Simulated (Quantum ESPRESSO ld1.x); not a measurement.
The numbers below are computed, except where a source is named.
Valence configurations of Yb2+ (all share [Xe]). Code: ld1.x of Quantum ESPRESSO 7.5. Model: scalar-relativistic Kohn-Sham, LDA (Slater exchange, VWN5 correlation), spin-unpolarised, spherical densities, point nucleus. Energies are relative to 4f14; eigenvalues in eV.

\begin{tabular}{lrrrrr}
valence & E (eV) & e(4f) & e(5d) & e(6p) & e(6s) \\ \hline
4f14 & 0.000 & -17.967 & - & - & - \\
4f13.5 6s0.5 & 2.093 & -22.359 & - & - & -16.620 \\
4f13.5 5d0.5 & 2.765 & -21.127 & -14.489 & - & - \\
4f13.5 6p0.5 & 4.623 & -23.075 & - & -11.999 & - \\
4f13 6s1 & 5.884 & -27.136 & - & - & -17.721 \\
4f13 5d1 & 6.724 & -24.520 & -15.365 & - & - \\
4f12.5 6s1 6p0.5 & 14.456 & -32.961 & - & -13.458 & -19.133 \\
4f12 5d2 & 18.707 & -31.889 & -17.039 & - & - \\
4f12 6s2 & 19.517 & -37.705 & - & - & -19.715 \\
4f11.5 5d1 6s1 6p0.5 & 30.951 & -40.928 & -21.338 & -13.923 & -19.888 \\
\end{tabular}

NIST lists [Xe] 4f14 as the ground configuration; this level of theory agrees among the configurations tried. The energies are those of spherical spin-averaged densities, not of single terms.
